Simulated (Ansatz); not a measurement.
Cost and result for the atomization energy of H5NSSi2Zn, SMILES `N1[SiH2][S][Zn][SiH2]1` (10 atoms, 10 bonds).

```xyz
10

N    -0.3810    0.5225    0.2941
Si    1.3465    0.6469    0.0552
S     2.3063   -1.1964   -0.4531
Zn    0.2933   -2.0641   -0.6270
Si   -1.5423   -0.7065   -0.1334
H    -0.7495    1.3354    0.7750
H     1.6489    1.6306   -1.0198
H     1.9349    1.1681    1.3181
H    -2.4061   -1.0414    1.0326
H    -2.4509   -0.2950   -1.2417
```

Total charge 0; spin multiplicity 1. For Zn the d shell is correlated and the shells below it are frozen. Scalar relativity is left out up to krypton. The geometry is a stationary point of PBE0-D4/def2-TZVP. Program: Ansatz. All runs use 4 threads of an Intel Xeon 6975P-C on a shared host. Times are those of one run each, without the atoms' runs, and a repeat can differ threefold. Electronic energies, without spin–orbit coupling; frozen cores. CCSD(T)/CBS adds CCSD(T) − MP2 in def2-TZVPP to the MP2 limit, and its time is that of the two runs behind it. T1 = 0.015. With those shells the extrapolation isn't a true limit. B3LYP takes the VWN-RPA correlation (the form of Gaussian; ORCA's B3LYP/G).

CCSD(T)/CBS is a level of theory with its own doubt, some kJ/mol a heavy atom from the limit and from the frozen cores, so smaller differences don't rank the functionals.

```tsv
level	functions	wall time
LDA (SPW92)/def2-TZVPP	291	1.4 s
BLYP-D4/def2-TZVPP	291	2 s
PBE-D4/def2-TZVPP (with forces)	291	2.4 s
r2SCAN-D4/def2-TZVPP (with forces)	291	4.3 s
CAM-B3LYP-D4/def2-TZVPP	291	4.6 s
B3LYP-D4/def2-TZVPP (with forces)	291	5.5 s
CCSD(T)/def2-SVP	124	5.5 s
PBE-QIDH/def2-TZVPP	291	6 s
ωB97X-V/def2-TZVPP	291	7.5 s
ωB97M-V/def2-TZVPP (with forces)	291	11 s
MP2/def2-QZVPP	517	21 s
CCSD(T)/def2-TZVPP	291	76 s
CCSD(T)/CBS(def2)	–	97 s
```

What atomization energy does each give, and how far from CCSD(T)/CBS? (An estimate is asked.)

Ansatz gave: 
```json
{"level": "LDA (SPW92)/def2-TZVPP", "atomization (kJ/mol)": "3405.1", "difference from CCSD(T)/CBS": "404.6", "per bond": "40.5"}
{"level": "BLYP-D4/def2-TZVPP", "atomization (kJ/mol)": "2944.1", "difference from CCSD(T)/CBS": "-56.4", "per bond": "-5.6"}
{"level": "PBE-D4/def2-TZVPP (with forces)", "atomization (kJ/mol)": "3008.2", "difference from CCSD(T)/CBS": "7.7", "per bond": "0.8"}
{"level": "r2SCAN-D4/def2-TZVPP (with forces)", "atomization (kJ/mol)": "3013.2", "difference from CCSD(T)/CBS": "12.7", "per bond": "1.3"}
{"level": "CAM-B3LYP-D4/def2-TZVPP", "atomization (kJ/mol)": "2988.2", "difference from CCSD(T)/CBS": "-12.3", "per bond": "-1.2"}
{"level": "B3LYP-D4/def2-TZVPP (with forces)", "atomization (kJ/mol)": "2970.1", "difference from CCSD(T)/CBS": "-30.4", "per bond": "-3.0"}
{"level": "CCSD(T)/def2-SVP", "atomization (kJ/mol)": "2706.0", "difference from CCSD(T)/CBS": "-294.5", "per bond": "-29.4"}
{"level": "PBE-QIDH/def2-TZVPP", "atomization (kJ/mol)": "2974.7", "difference from CCSD(T)/CBS": "-25.8", "per bond": "-2.6"}
{"level": "ωB97X-V/def2-TZVPP", "atomization (kJ/mol)": "3039.6", "difference from CCSD(T)/CBS": "39.1", "per bond": "3.9"}
{"level": "ωB97M-V/def2-TZVPP (with forces)", "atomization (kJ/mol)": "3014.7", "difference from CCSD(T)/CBS": "14.2", "per bond": "1.4"}
{"level": "MP2/def2-QZVPP", "atomization (kJ/mol)": "3002.3", "difference from CCSD(T)/CBS": "1.8", "per bond": "0.2"}
{"level": "CCSD(T)/def2-TZVPP", "atomization (kJ/mol)": "2886.6", "difference from CCSD(T)/CBS": "-113.9", "per bond": "-11.4"}
{"level": "CCSD(T)/CBS(def2)", "atomization (kJ/mol)": "3000.5", "difference from CCSD(T)/CBS": "0.0", "per bond": "0.0"}
```

At CCSD(T), def2-SVP lies −294.5 kJ/mol from the extrapolated value and def2-TZVPP −113.9 kJ/mol: correlation converges slowly with the basis, and small sets miss more of it in the bonded molecule than in its fragments. Leaving LDA and LC-ωPBE aside and taking each functional with its dispersion term where it has one, the values, not all of them listed here, spread over 119.6 kJ/mol, from BHLYP-D4 to ωB97X-V. LDA lies +430.9 kJ/mol from PBE without D4, its usual overbinding. The D4 term adds +55.9 kJ/mol with B3LYP and +29.1 kJ/mol with PBE0; it sums over pairs of atoms, weighted by their polarisabilities, and B3LYP, whose exchange is more repulsive, gets the larger term.
